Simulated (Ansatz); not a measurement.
`[NH2][AlH][CH]=O` + `[GaH3]` → `[NH2][AlH][GaH2]` + `C=O` at 400 K and 1 bar (formal exchange of groups at the Al–C bond).

Computed with Ansatz on PBE0-D4/def2-TZVP structures; ΔE is electronic, products minus reactants. CCSD(T)/CBS adds triple-zeta CCSD(T) − MP2 to the extrapolated MP2 energy (def2 sets, frozen cores). This one scheme is used for every species. For Ga outer-core shells are correlated without core-valence functions, which leaves a few kJ/mol of doubt a bond. Scalar relativity is left out up to krypton. One conformer a species, not always the lowest.

| species | CCSD(T)/CBS energy (Eh) | H − E (kJ/mol) | S (J/(mol·K)) |
| --- | --- | --- | --- |
| `[NH2][AlH][CH]=O` | -412.35100 | 160.7 | 349.4 |
| `[GaH3]` | -1925.70545 | 64.2 | 231.8 |
| `[NH2][AlH][GaH2]` | -2223.67811 | 151.0 | 371.4 |
| `C=O` | -114.39408 | 83.9 | 229.4 |

H − E and S are ideal-gas, rigid-rotor, harmonic terms from PBE0-D4/def2-TZVP, for one conformer and one mirror image of each species. 1 Eh = 2625.50 kJ/mol, R = 8.31446 J/(mol·K).

Task: By hand: ΔE, ΔH, ΔS and ΔG.

Result: ΔE = (-2223.67811) + (-114.39408) − (-412.35100) − (-1925.70545) = -0.01574 Eh = -41.3 kJ/mol. Δ(H − E) = 151.0 + 83.9 − 160.7 − 64.2 = 10.0, so ΔH = -31.3 kJ/mol. ΔS = 371.4 + 229.4 − 349.4 − 231.8 = 19.6 J/(mol·K). ΔG = -31.3 − 400 × (19.6)/1000 = -39.1 kJ/mol.

Task: By hand: the equilibrium constant, and the temperature at which ΔG would vanish if ΔH and ΔS stayed fixed.

Result: log₁₀ K = −ΔG/(RT ln 10) = 5.1. ΔH and −TΔS have one sign here, so there is no such temperature.

ΔH outweighs TΔS. A doubt of 5 kJ/mol in ΔE shifts log₁₀ K by 0.7 here. Other conformers and mirror images would add mixing entropy, several J/(mol·K) or more a flexible species. Modes under 60 cm⁻¹, often nearly free rotors, make the harmonic entropy too high. These are equilibria of isolated gas molecules and say nothing of rates. Largest T1 diagnostic: 0.015 (customary marks: 0.02 for closed shells, 0.045 for open ones).
